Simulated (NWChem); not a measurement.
System: C₃H₄N₂; SMILES C1=NCN=C1

Output (shortened):

```
             Northwest Computational Chemistry Package (NWChem) 7.3.0
             --------------------------------------------------------

 C2V symmetry detected

                             Geometry "geometry" -> ""
                             -------------------------

 Output coordinates in angstroms (scale by  1.889725989 to convert to a.u.)

  No.       Tag          Charge          X              Y              Z
 ---- ---------------- ---------- -------------- -------------- --------------
    1 C                    6.0000     0.73722800     0.00000000     0.90564833
    2 N                    7.0000     1.18167100     0.00000000    -0.29684467
    3 C                    6.0000     0.00000000     0.00000000    -1.11767567
    4 N                    7.0000    -1.18167100     0.00000000    -0.29684467
    5 C                    6.0000    -0.73722800     0.00000000     0.90564833
    6 H                    1.0000     1.39394000     0.00000000     1.78217733
    7 H                    1.0000     0.00000000    -0.88137400    -1.78512767
    8 H                    1.0000     0.00000000     0.88137400    -1.78512767
    9 H                    1.0000    -1.39394000     0.00000000     1.78217733

 Effective nuclear repulsion energy (a.u.)     161.2783218738

      Symmetry information
      --------------------

 Group name             C2v
 Group number             16
 Group order               4
 No. of unique centers     5

  pbe96 is a nonlocal functional; adding pw91lda local functional.

                                 NWChem DFT Module
                                 -----------------

 Summary of "ao basis" -> "ao basis" (spherical)
 ------------------------------------------------------------------------------
       Tag                 Description            Shells   Functions and Types
 ---------------- ------------------------------  ------  ---------------------
 C                         def2-tzvp                11       31   5s3p2d1f
 N                         def2-tzvp                11       31   5s3p2d1f
 H                         def2-tzvp                 4        6   3s1p

      Symmetry analysis of basis
      --------------------------

        a1         66
        a2         25
        b1         55
        b2         33

            General Information
            -------------------
          SCF calculation type: DFT
          Wavefunction type:  closed shell.
          No. of atoms     :     9
          No. of electrons :    36
           Alpha electrons :    18
            Beta electrons :    18
          Charge           :     0
          Spin multiplicity:     1
          Use of symmetry is: on ; symmetry adaption is: on
          Maximum number of iterations: 150
          AO basis - number of functions:   179
                     number of shells:    71
          Convergence on energy requested:  1.00D-06
          Convergence on density requested:  1.00D-05
          Convergence on gradient requested:  5.00D-04

              XC Information
              --------------
          PerdewBurkeErnzerhof Exchange Functional  1.000
            Perdew 1991 LDA Correlation Functional  1.000 local
           PerdewBurkeErnz. Correlation Functional  1.000 non-local

             Grid Information
             ----------------
          Grid used for XC integration:  medium
          Radial quadrature: Mura-Knowles
          Angular quadrature: Lebedev.
          Tag              B.-S. Rad. Rad. Pts. Rad. Cut. Ang. Pts.
          ---              ---------- --------- --------- ---------
          C                   0.70       49          10.0       434
          N                   0.65       49          10.0       434
          H                   0.35       45          11.0       434
          Grid pruning is: on
          Number of quadrature shells:   237
          Spatial weights used:  Erf1

      Superposition of Atomic Density Guess
      -------------------------------------

 Sum of atomic energies:        -223.63632503

      Non-variational initial energy
      ------------------------------

 Total energy =    -226.805092
 1-e energy   =    -620.536183
 2-e energy   =     232.452769
 HOMO         =      -0.353977
 LUMO         =      -0.078400

      Symmetry analysis of molecular orbitals - initial
      -------------------------------------------------

  Numbering of irreducible representations:

     1 a1          2 a2          3 b1          4 b2

  Orbital symmetries:

     1 a1          2 b1          3 a1          4 b1          5 a1
     6 a1          7 b1          8 a1          9 a1         10 b1
    11 a1         12 b2         13 b1         14 a1         15 b2
    16 a2         17 b1         18 a1         19 b2         20 a2
    21 a1         22 b1         23 a1         24 a1         25 b1
    26 b2         27 a1         28 b1

------------------------------------------------------------
EAF file 0: "./job.aoints.0" size=225968128 bytes
------------------------------------------------------------
               write      read    awrite     aread      wait
               -----      ----    ------     -----      ----
     calls:      431         0         0         0         0
   data(b): 2.26e+08  0.00e+00  0.00e+00  0.00e+00
   time(s): 0.00e+00  0.00e+00  0.00e+00  0.00e+00  0.00e+00
rate(mb/s): 0.00e+00  0.00e+00
------------------------------------------------------------

     ---------------------------------------------
      Total Density - Mulliken Population Analysis
     ---------------------------------------------

[...]
```

Level: PBE/def2-TZVP. Structure relaxed at the PBE0/def2-SVP level.

Question: Which NWChem input produces such a log?

Answer: This is not unique; one that fits is the input that was run:
```
start job
memory heap 200 mb stack 900 mb global 1100 mb
geometry units angstroms noautoz
  C      0.737228     0.000000     0.903094
  N      1.181671     0.000000    -0.299399
  C      0.000000     0.000000    -1.120230
  N     -1.181671     0.000000    -0.299399
  C     -0.737228     0.000000     0.903094
  H      1.393940     0.000000     1.779623
  H      0.000000    -0.881374    -1.787682
  H      0.000000     0.881374    -1.787682
  H     -1.393940     0.000000     1.779623
end
basis spherical
  * library def2-tzvp
end
dft
  xc xpbe96 cpbe96
  iterations 150
  semidirect filesize 400000000
  mulliken
end
task dft energy
```
